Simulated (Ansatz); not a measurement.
Start from `[NH2][Y]([NH2])[OH]` and change one atom or group to get `[NH2][Y]([NH2])[Cl]`.

Ansatz, PBE0-D4/def2-TZVP geometries, multiplicity 1. Each molecule was computed in one conformer, which needn't be the lowest.

Elements past krypton have def2 core potentials.

| property | `[NH2][Y]([NH2])[OH]` |
| --- | --- |
| HOMO energy (PBE0/def2-TZVPP) / eV | -6.41 |
| size of the dipole moment (ωB97M-V/def2-TZVPP) / D | 0.19 |
| HOMO energy (B3LYP/def2-TZVPP) / eV | -6.19 |
| size of the dipole moment (PBE/def2-TZVPP) / D | 0.09 |
| HOMO energy (PBE/def2-TZVPP) / eV | -5.11 |
| LUMO energy (PBE/def2-TZVPP) / eV | -1.93 |

Q: What does the change do to each property? (An estimate is asked.)

A: Computed: 
```
                                          property  `[NH2][Y]([NH2])[Cl]`  shift
                HOMO energy (PBE0/def2-TZVPP) / eV                  -7.00  -0.59
size of the dipole moment (ωB97M-V/def2-TZVPP) / D                   3.13   2.94
               HOMO energy (B3LYP/def2-TZVPP) / eV                  -6.78  -0.59
    size of the dipole moment (PBE/def2-TZVPP) / D                   3.21   3.12
                 HOMO energy (PBE/def2-TZVPP) / eV                  -5.69  -0.58
                 LUMO energy (PBE/def2-TZVPP) / eV                  -2.39  -0.46
```

With PBE0 the HOMO falls by 0.59 eV and the LUMO falls by 0.44 eV, so the gap widens by about 0.15 eV. PBE moves the HOMO by -0.58 eV and ωB97M-V by -0.58 eV. The zero-point energy changes by -29.1 kJ/mol with -3 modes. Dipoles are sizes alone; their direction can turn.

B3LYP here is the variant with VWN-RPA as its local correlation; programs differ in this.
